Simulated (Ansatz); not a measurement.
Consider the redistribution: `Cl[SiH2]S[SiH2]Cl` + `CC[Se]C` → `C[Se][SiH2]Cl` + `CCS[SiH2]Cl`.

Isolated molecules relaxed with PBE0-D4/def2-TZVP in Ansatz; ΔE leaves out vibrations. CCSD(T)/CBS is the MP2 limit (def2-TZVPP, def2-QZVPP) plus CCSD(T) − MP2 in def2-TZVPP, frozen cores. DFT in def2-TZVPP. For Se outer-core shells are correlated without core-valence functions, which leaves a few kJ/mol of doubt a bond. Scalar relativity is left out up to krypton. Each species was taken in one conformer, which may not be the lowest.

`Cl[SiH2]S[SiH2]Cl`:

Z-matrix (Å, degrees):
```
Si
S 1 2.129
Cl 1 2.051 2 112.0
H 1 1.476 2 111.5 3 120.1
H 1 1.478 2 105.3 3 -118.3
Si 2 2.129 1 100.8 3 -53.1
Cl 6 2.051 2 112.0 1 -53.2
H 6 1.476 2 111.5 1 66.9
H 6 1.478 2 105.3 1 -171.5
```

`CC[Se]C`:

```xyz
12

C    -1.198   -1.647   -0.156
C    -0.048   -0.664   -0.195
Se   -0.617    1.066    0.509
C     1.081    1.981    0.297
H    -1.555   -1.800    0.865
H    -2.039   -1.297   -0.759
H    -0.884   -2.617   -0.550
H     0.790   -1.011    0.413
H     0.305   -0.509   -1.216
H     1.372    2.003   -0.753
H     1.852    1.494    0.893
H     0.942    3.001    0.652
```

`C[Se][SiH2]Cl`:

```xyz
9

C     0.175   -1.494   -0.556
Se   -0.826   -0.756    0.957
Si   -0.159    1.375    0.691
Cl   -0.813    2.188   -1.086
H    -0.034   -2.562   -0.568
H     1.242   -1.330   -0.417
H    -0.168   -1.041   -1.484
H    -0.736    2.152    1.810
H     1.319    1.469    0.654
```

`CCS[SiH2]Cl`:

```xyz
12

C     1.602    0.305    0.349
C     0.331    1.117    0.226
S    -0.672    0.713   -1.249
Si   -1.568   -1.099   -0.654
Cl   -2.712   -0.865    1.045
H     2.176    0.637    1.219
H     2.227    0.418   -0.538
H     1.387   -0.758    0.476
H     0.555    2.179    0.109
H    -0.303    1.019    1.109
H    -0.584   -2.155   -0.317
H    -2.439   -1.512   -1.775
```

```tsv
level	ΔE (kJ/mol)
PBE	2.3
MP2/def2-QZVPP	10.9
```

Task: What does CCSD(T)/CBS give? (Best estimate.)

Result: Computed: +7.3 kJ/mol. The listed levels differ from it by -5.0, 3.6 kJ/mol.

Largest T1 diagnostic among the species: 0.010.

In def2-TZVPP, CCSD(T) changes the Hartree–Fock value by +3.9 kJ/mol (the triples alone add −0.1 kJ/mol) and MP2 by +6.1 kJ/mol.
